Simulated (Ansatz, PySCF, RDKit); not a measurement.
Complex: N2 (SMILES N#N) (first 2 atoms) with CH4O (SMILES CO); geometry from B3LYP-D3(BJ)/def2-TZVP, rigid monomers moved along the line of their centres of mass till N2···H8 is 2.14 Å.
(charge 0, multiplicity 1):
```xyz
8

N      0.320     0.453    -0.179
N     -0.026     0.683     0.829
C      0.226    -0.289     4.085
O     -1.023     0.192     3.613
H      0.710    -0.960     3.366
H      0.026    -0.852     4.996
H      0.918     0.525     4.328
H     -0.872     0.672     2.792
```

Counterpoise-corrected where a basis set is named; no monomer relaxation. Rows marked so take none.

Frozen-core correlation. Rows in 6-31G* carry no dispersion term and start afresh at each structure (6-31G* with six Cartesian d functions).

Programs: Ansatz (a program for electronic structure) with Gaussian orbitals; PySCF for 6-31G* rows, the dispersion terms; RDKit for the force fields. Values without a source in brackets are computed.

```csv
level,interaction energy (kcal/mol)
MMFF94,0.33
HF/6-31G*,1.12
HF/6-31G* (no counterpoise),0.40
PBE/def2-TZVPPD,-0.43
B3LYP-D4/def2-TZVPPD,-0.63
PBE0-D4/def2-TZVPPD,-0.78
M06-2X/6-31G* (no counterpoise),-1.63
wB97M-V/def2-TZVPPD,-0.67
MP2/aug-cc-pVDZ,?
```

Question: Complete the blanks.

Answer: 
- MP2/aug-cc-pVDZ, interaction energy (kcal/mol): -0.50
